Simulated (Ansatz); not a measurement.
Consider the isomerisation: `CC[CH](O)[AlH2]` → `C[CH]([AlH2])CO`.

Calculated with Ansatz (gas phase, PBE0-D4/def2-TZVP geometries, no zero-point term in ΔE). CBS: MP2 limit from def2 TZ/QZ plus the TZ coupled-cluster correction, frozen cores. Functionals use def2-TZVPP. B3LYP here is the variant with VWN-RPA as its local correlation; programs differ in this. One conformer a species, not always the lowest.

Is it downhill or uphill in electronic energy at CCSD(T)/CBS, and by how much? (Best estimate.)

The calculation gave: Downhill: ΔE = -10.1 kJ/mol.

What do these levels give: B3LYP-D4, HF/def2-TZVPP, CCSD(T)/def2-TZVPP, HF/def2-QZVPP, HF/CBS(def2), MP2/CBS(def2)? (Estimate.)

Ansatz gave: B3LYP-D4 -7.9, HF/def2-TZVPP -9.7, CCSD(T)/def2-TZVPP -10.1, HF/def2-QZVPP -9.8, HF/CBS(def2) -9.8, MP2/CBS(def2) -12.0 kJ/mol.

Largest T1 diagnostic among the species: 0.010.
